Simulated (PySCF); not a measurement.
A series of related molecules.

All values: wB97X-D/def2-SVPD (PySCF) at GFN2-xTB geometries, gas phase, one conformer each. Core orbitals are frozen in the response; Δα² is half the sum of the squared differences of the principal polarisabilities.

Question: Rank by HOMO energy, lowest first.
A. `FC(F)SC(=C)[SiH3]`
B. `C=C(C)S[C@@H](F)[SiH2]F`
C. `C=C(C)SCF`

Answer: A (-8.90 eV), B (-8.68 eV), C (-8.50 eV).

Question: Rank by mean static polarisability, highest first.
A. `C=C(C)SCF`
B. `C=C(C)S[SiH](F)F`
C. `C=C(C)S[C@@H](F)[SiH2]F`
D. `C=C([SiH3])SC(F)F`

Answer: C (13.86 Å³), D (12.69 Å³), B (11.94 Å³), A (10.57 Å³).

All values together:

```json
{"SMILES": "C=C([SiH3])SC(F)F", "formula": "C3H6F2SSi", "μ (D)": "0.81", "HOMO (eV)": "-8.90", "LUMO (eV)": "0.94", "α (Å³)": "12.69", "Δα (Å³)": "4.30", "electrons": "72", "α per electron (Å³)": "0.176"}
{"SMILES": "C=C(C)S[SiH](F)F", "formula": "C3H6F2SSi", "μ (D)": "2.92", "HOMO (eV)": "-8.88", "LUMO (eV)": "1.28", "α (Å³)": "11.94", "Δα (Å³)": "6.00", "electrons": "72", "α per electron (Å³)": "0.166"}
{"SMILES": "C=C(C)SCF", "formula": "C4H7FS", "μ (D)": "1.73", "HOMO (eV)": "-8.50", "LUMO (eV)": "1.74", "α (Å³)": "10.57", "Δα (Å³)": "3.90", "electrons": "56", "α per electron (Å³)": "0.189"}
{"SMILES": "C=C(C)S[C@@H](F)[SiH2]F", "formula": "C4H8F2SSi", "μ (D)": "2.34", "HOMO (eV)": "-8.68", "LUMO (eV)": "1.16", "α (Å³)": "13.86", "Δα (Å³)": "3.67", "electrons": "80", "α per electron (Å³)": "0.173"}
```

Conformers: `[CH2:1]=[C:2]([SiH3:3])[S:4][CH:5]([F:6])[F:7]` with C1–C2–S4–C5 140°, C2–S4–C5–F6 72°; `[CH2:1]=[C:2]([CH3:3])[S:4][SiH:5]([F:6])[F:7]` with C1–C2–S4–Si5 168°, C2–S4–Si5–F6 -55°; `[CH2:1]=[C:2]([CH3:3])[S:4][CH2:5][F:6]` with C1–C2–S4–C5 -20°, C2–S4–C5–F6 78°; `[CH2:1]=[C:2]([CH3:3])[S:4][C@@H:5]([F:6])[SiH2:7][F:8]` with C1–C2–S4–C5 21°, C2–S4–C5–F6 -74°, S4–C5–Si7–F8 119°.
